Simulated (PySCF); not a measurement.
SMILES OB(O)[OH2+] (charge +1), CAM-B3LYP/def2-SVP optimised geometry.

```
8

O     -0.96    -1.14     0.00
B     -0.09    -0.15     0.00
O      1.23    -0.15     0.00
O     -0.85     1.14     0.00
H     -0.63    -2.05    -0.01
H      1.83     0.60    -0.02
H     -1.83     1.10     0.01
H     -0.49     2.05     0.06
```

Density from CAM-B3LYP/def2-TZVP in PySCF at that geometry.

Minimum of the electron density along straight lines between bonded atoms, close to the bond critical point (lines longer than 1.1 times the sum of covalent radii, or with two minima, are not listed):

| bond | length / Å | ρ at the minimum / e bohr⁻³ | ∇²ρ there / e bohr⁻⁵ | position (fraction from the first atom) |
|---|---|---|---|---|
| O1–B2 | 1.317 | 0.243 | 1.01 | 0.66 |
| B2–O3 | 1.312 | 0.238 | 1.12 | 0.34 |
| B2–O4 | 1.504 | 0.134 | 0.55 | 0.33 |
| O1–H5 | 0.969 | 0.341 | -2.42 | 0.82 |
| O3–H6 | 0.963 | 0.344 | -2.44 | 0.82 |
| O4–H7 | 0.979 | 0.328 | -2.38 | 0.83 |
| O4–H8 | 0.974 | 0.333 | -2.41 | 0.83 |
